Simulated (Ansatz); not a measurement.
Input file for C2H8AlNSi:

```yaml
crystal:
  periodic: [false, false, false]
  atoms:
    - {symbol: C, position_ang: [-1.249624, 0.066339, 1.482390]}
    - {symbol: N, position_ang: [-0.226533, 0.176935, 0.748370]}
    - {symbol: C, position_ang: [0.538111, -0.973970, 0.288716]}
    - {symbol: Si, position_ang: [0.538014, -0.580458, -1.618789]}
    - {symbol: Al, position_ang: [0.296506, 1.643758, -0.580650]}
    - {symbol: H, position_ang: [-1.563078, -0.898257, 1.883112]}
    - {symbol: H, position_ang: [-1.837513, 0.950705, 1.710763]}
    - {symbol: H, position_ang: [0.140084, -1.918638, 0.667865]}
    - {symbol: H, position_ang: [1.569694, -0.847705, 0.632905]}
    - {symbol: H, position_ang: [1.753716, -1.189317, -2.230373]}
    - {symbol: H, position_ang: [-0.651208, -1.285095, -2.185626]}
    - {symbol: H, position_ang: [1.684744, 2.224307, -0.047938]}
    - {symbol: H, position_ang: [-0.972613, 2.596594, -0.735944]}
basis:
  gaussian: {orbitals: def2-TZVPP}
correlation: {method: ccsd_t}
```

```sh
$ ansatz run in.yaml --threads 4 --pin off --events-out ev --progress --plain --max-ram 10444MiB
```

The program prints (abridged):

```
Functional definition: HF
1676 factors; integrals over basis functions are off by at most 1.5e-3 eV
mean field evaluation 1: about -18112.1054 eV, gradient 3.0e1 eV
mean field evaluation 2: about -18112.4126 eV, gradient 3.0e1 eV
mean field evaluation 4: about -18115.3976 eV, gradient 6.0e0 eV
mean field evaluation 8: about -18115.5024 eV, gradient 2.7e-1 eV
mean field -18115.50294766 eV, -665.7324541977 hartree, gradient 7.6e-6 eV, S^2 0.000000; 0 other end points of the search recorded, 0 dependent functions left out
13 core orbitals not correlated: weight in the atoms' cores, before any rotation towards them, 1.000 or more for the frozen orbitals, at most 0.000 for the correlated occupied ones
reference -18115.50294766 eV, -665.7324541977 hartree; 14, 14 occupied and 262, 262 virtual orbitals, 1676 factors
second order -20.35609253 eV of doubles, -0.00000000 eV of singles
cycle   1  -21.12289752 eV  change   -7.7e-1 eV  update   1.1e-1
cycle   2  -21.79410572 eV  change   -6.7e-1 eV  update   3.5e-2
cycle   3  -21.91191919 eV  change   -1.2e-1 eV  update   1.7e-2
cycle   4  -21.90187648 eV  change    1.0e-2 eV  update   4.9e-3
cycle   5  -21.90286560 eV  change   -9.9e-4 eV  update   2.7e-3
cycle   6  -21.90306230 eV  change   -2.0e-4 eV  update   7.6e-4
cycle   7  -21.90273017 eV  change    3.3e-4 eV  update   3.5e-4
cycle   8  -21.90272385 eV  change    6.3e-6 eV  update   1.4e-4
cycle   9  -21.90275032 eV  change   -2.6e-5 eV  update   5.2e-5
cycle  10  -21.90272470 eV  change    2.6e-5 eV  update   2.0e-5
perturbative correction -0.94265869 eV, -0.0346420679 hartree
Total energy: -18138.34833106 eV, -666.5720065523 hartree
```

Hardware: 4 threads of an Arm Neoverse V1 on a shared host. Wall time 3 min, peak host memory 8.5 GiB.

Correlation energy per correlated electron: -0.816 eV. T1 diagnostic: 0.0135.
